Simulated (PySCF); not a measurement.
Members of one family of related compounds. Computed with TDDFT PBE0/def2-SVPD, vertical, gas phase, core orbitals frozen in the response (PySCF 2.14.0, density-fitted response routines). Geometries: PBE0-D3(BJ)/def2-SVP; one conformer of each isolated species. Triplets are in the Tamm–Dancoff approximation.

Question: Rank by computed HOMO–LUMO gap, highest first.
A. `C[SiH](N)N`
B. `N[SiH](N)P`
C. `C=N[SiH](N)N`
D. `[SiH](N)(S)N`
E. `[H]/N=C\[SiH](N)N`

Answer: A (7.67 eV), D (7.34 eV), B (7.00 eV), C (6.10 eV), E (5.95 eV).

```json
{"SMILES": "C[SiH](N)N", "gap (eV)": "7.67", "first f ≥ 0.01 (nm)": "192", "T1 (eV)": "6.15", "f (S1)": "0.053", "HOMO (eV)": "-7.09", "S1 mainly": "H→L (91%)"}
{"SMILES": "N[SiH](N)S", "gap (eV)": "7.34", "first f ≥ 0.01 (nm)": "208", "T1 (eV)": "5.59", "f (S1)": "0.014", "HOMO (eV)": "-7.12", "S1 mainly": "H→L (86%)"}
{"SMILES": "N[SiH](N)P", "gap (eV)": "7.00", "first f ≥ 0.01 (nm)": "200", "T1 (eV)": "5.35", "f (S1)": "0.004", "HOMO (eV)": "-6.72", "S1 mainly": "H→L (92%)"}
{"SMILES": "C=N[SiH](N)N", "gap (eV)": "6.10", "first f ≥ 0.01 (nm)": "221", "T1 (eV)": "3.36", "f (S1)": "0.000", "HOMO (eV)": "-6.85", "S1 mainly": "H→L (98%)"}
{"SMILES": "[H]/N=C\\[SiH](N)N", "gap (eV)": "5.95", "first f ≥ 0.01 (nm)": "206", "T1 (eV)": "3.27", "f (S1)": "0.000", "HOMO (eV)": "-6.80", "S1 mainly": "H→L (96%)"}
```

H and L stand for HOMO and LUMO.

- `C[SiH](N)N`: Löwdin shares by element: HOMO nitrogen 57%, silicon 12%, carbon 10% (atoms not listed hold the other 21%); LUMO silicon 34%, hydrogen 17% or more, carbon 10% (atoms not listed hold the other 40%).
- `N[SiH](N)S`: Löwdin shares by element: HOMO sulfur 65%, nitrogen 20% or more, hydrogen 6% or more, silicon 5%; LUMO sulfur 30%, silicon 25%, hydrogen 15% or more, nitrogen 6% or more (atoms not listed hold the other 24%).
- `N[SiH](N)P`: Löwdin shares by element: HOMO phosphorus 46%, nitrogen 29%, silicon 9% (atoms not listed hold the other 16%); LUMO silicon 30%, phosphorus 18%, hydrogen 18% or more (atoms not listed hold the other 35%).
- `C=N[SiH](N)N`: Löwdin shares by element: HOMO nitrogen 56% or more, carbon 17%, silicon 7%, hydrogen 6% or more; LUMO carbon 41%, nitrogen 33% or more, silicon 7%, hydrogen 6% or more.
- `[H]/N=C\[SiH](N)N`: Löwdin shares by element: HOMO nitrogen 54% or more, carbon 18%, silicon 10% (atoms not listed hold the other 17%); LUMO nitrogen 34% or more, carbon 34%, silicon 12%, hydrogen 5% or more.
